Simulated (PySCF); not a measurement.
The calculation used core-valence-separated Tamm–Dancoff BHandHLYP/aug-pcX-1 (pcseg-1 on H, def2-SVPD on Si) in PySCF, non-relativistic, gas phase, PBE0-D3(BJ)/def2-SVP geometry. No empirical shift is added; at this level the pattern usually sits a few eV under experiment.

Main lines of an unknown, eV (oscillator strength): C K: 282.1 (0.053), 282.3 (0.066), 282.7 (0.050), 282.8 (0.053), 283.0 (0.053); O K: 532.1 (0.004), 533.5 (0.012), 533.6 (0.014), 533.6 (0.008), 533.9 (0.015). Listed: the first five lines at most of each edge with a tenth or more of its strongest line's intensity; roots within 0.03 eV on the same or equivalent atoms are summed. Only the lowest roots were sought, and the top ones are left out.

Question: Which candidate gives them?
A. `C#C[Si@H]1CC[SiH2]O1`
B. `C#C[SiH2]O[SiH2]C=C`
C. `O[SiH]1C=C[SiH2]C=C1`
D. `[SiH3]O[SiH]1C=CC=C1`

Answer: B. 

- `C#C[SiH2]O[SiH2]C=C`: C K: 282.1 (0.053), 282.3 (0.066), 282.7 (0.050), 282.8 (0.053), 283.0 (0.053); O K: 532.1 (0.004), 533.5 (0.012), 533.6 (0.014), 533.6 (0.008), 533.9 (0.015). First C line listed at 282.1 eV, hole on the alkene CH carbon (1s→π*); first O line listed at 532.1 eV, hole on the siloxane oxygen.
- `C#C[Si@H]1CC[SiH2]O1`: C K: 282.7 (0.050), 282.8 (0.053), 283.0 (0.053), 283.2 (0.055), 285.3 (0.009); O K: 532.2 (0.004), 533.0 (0.023), 533.3 (0.006), 533.5 (0.021), 534.2 (0.003). First C line listed at 282.7 eV, hole on the alkyne carbon (1s→π*); first O line listed at 532.2 eV, hole on the siloxane oxygen.
- `O[SiH]1C=C[SiH2]C=C1`: C K: 281.9 (0.094), 281.9 (0.134), 285.7 (0.014), 285.8 (0.021), 286.6 (0.039); O K: 531.6 (0.014), 532.9 (0.022), 533.4 (0.004), 534.1 (0.010), 534.2 (0.005). First C line listed at 281.9 eV, hole on the alkene CH carbon; first O line listed at 531.6 eV, hole on the silanol oxygen.
- `[SiH3]O[SiH]1C=CC=C1`: C K: 281.5 (0.095), 282.2 (0.105), 285.5 (0.025), 286.1 (0.016), 286.2 (0.036); O K: 531.5 (0.005), 533.0 (0.013), 533.8 (0.016), 534.1 (0.016), 534.2 (0.003). First C line listed at 281.5 eV, hole on the alkene CH carbon; first O line listed at 531.5 eV, hole on the siloxane oxygen.

One conformer each; other structures than these candidates weren't tested.

Conformer computed: `[CH:1]#[C:2][SiH2:3][O:4][SiH2:5][CH:6]=[CH2:7]`: C2–Si3–O4–Si5 3°, Si3–O4–Si5–C6 124°, O4–Si5–C6–C7 0°.
